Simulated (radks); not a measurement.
Question: A nucleus of charge 82.8 with 83 electrons, configuration [Hg] 6p3. All-electron calculation, Dirac Kohn-Sham, PBE, spin-unpolarised, spherical densities, point nucleus; open shells fill j = l - 1/2 first. Program: a radial shooting solver on a logarithmic mesh with Libxc functionals.

Spin-orbit splittings of the eigenvalues, e(l+1/2) - e(l-1/2), with zeta = 2 splitting/(2l+1) and mean radii in bohr:

| shell | occ. | splitting (eV) | zeta (eV) | <r> j=l-1/2 | <r> j=l+1/2 |
|---|---|---|---|---|---|
| 2p | 6 | 2294 | 1529 | 0.05408 | 0.06310 |
| 3p | 6 | 513.2 | 342.1 | 0.1621 | 0.1785 |
| 3d | 10 | 108.9 | 43.54 | 0.1550 | 0.1600 |
| 4p | 6 | ? | ? | 0.3792 | 0.4139 |
| 4d | 10 | 23.57 | 9.427 | 0.4178 | 0.4288 |
| 4f | 14 | 5.396 | 1.542 | 0.4405 | 0.4467 |
| 5p | 6 | 24.17 | 16.11 | 0.8909 | 0.9811 |
| 5d | 10 | 2.904 | 1.162 | 1.225 | 1.271 |
| 6p | 3 | 1.678 | 1.118 | 2.889 | 3.434 |

Estimate the 4p splitting.

Answer: 126.3 eV (zeta = 84.20 eV).
